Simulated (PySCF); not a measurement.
A side-by-side comparison of computed properties.

First species: CH11PSi3.
Atom-mapped SMILES: `[SiH3:1][CH:2]([SiH3:3])[SiH2:4][PH2:5]` (hydrogens: H6, H7, H8 on Si1; H9 on C2; H10, H11, H12 on Si3; H13, H14 on Si4; H15, H16 on P5)

Second species: C6H9ClO.
Atom-mapped SMILES: `[CH3:1]/[CH:2]=[C:3](\[CH2:4][CH3:5])[C:6](=[O:7])[Cl:8]` (hydrogens: H9, H10, H11 on C1; H12 on C2; H13, H14 on C4; H15, H16, H17 on C5)

Levels: B3LYP/def2-SVPD for dipole moment, HOMO energy, LUMO energy, HOMO–LUMO gap, static isotropic polarisability and electronic spatial extent ⟨r²⟩ about the centre of nuclear charge; TDDFT B3LYP/def2-SVPD for lowest singlet excitation; TDA B3LYP/def2-SVPD for lowest triplet excitation (Tamm–Dancoff); GFN2-xTB for rotational constant A and rotational constant C. Geometries: GFN2-xTB. All species are isolated and taken at one optimised geometry, non-relativistic unless stated; the electronic structure was computed with PySCF and density fitting.

Dipoles, sizes and rotational constants follow the conformer. The torsions of the flexible species, by atom-mapped SMILES:
- `[SiH3:1][CH:2]([SiH3:3])[SiH2:4][PH2:5]`: Si1–C2–Si4–P5 -169°, H–P5–Si4–C2 -91°, H–P5–Si4–C2 176°
- `[CH3:1]/[CH:2]=[C:3](\[CH2:4][CH3:5])[C:6](=[O:7])[Cl:8]`: C2–C3–C4–C5 89°, C2–C3–C6–O7 175°

```csv
property,column X,column Y
dipole moment,0.22 D,4.22 D
HOMO energy,-7.24 eV,-7.73 eV
LUMO energy,-0.30 eV,-2.17 eV
HOMO–LUMO gap,6.94 eV,5.56 eV
lowest singlet excitation,6.16 eV,4.41 eV
lowest triplet excitation (Tamm–Dancoff),5.55 eV,3.46 eV
static isotropic polarisability,122.0 au,92.8 au
electronic spatial extent ⟨r²⟩ about the centre of nuclear charge,1475 bohr²,1341 bohr²
rotational constant A,2.604 GHz,2.175 GHz
rotational constant C,0.796 GHz,0.873 GHz
```

(1) Which column belongs to which species?

(2) How does each property change from the first species to the second?

Answers

(1) Column X is the first species and column Y the second. The first has 16 atoms and 74 electrons, the second 17 and 70.

(2) dipole moment +4.00 D; HOMO energy -0.49 eV; LUMO energy -1.87 eV; HOMO–LUMO gap -1.38 eV; lowest singlet excitation -1.75 eV; lowest triplet excitation (Tamm–Dancoff) -2.09 eV; static isotropic polarisability -29.2 au; electronic spatial extent ⟨r²⟩ about the centre of nuclear charge -134 bohr²; rotational constant A -0.429 GHz; rotational constant C +0.077 GHz.

On the first: No computed singlet falls in the visible range (750 to 380 nm, 1.65 to 3.26 eV); S1 lies 2.90 eV above its blue end. The polarisability is 18.08 Å³ as a volume (1 au = 0.148185 Å³), or 1.65 au for each of the 74 electrons.

On the second: The principal polarisabilities are 67.4, 101.2 and 109.7 au; their mean is the isotropic value. S1 lies 1.15 eV below the HOMO–LUMO gap; its leading configuration is HOMO−1→LUMO, weight 0.97.
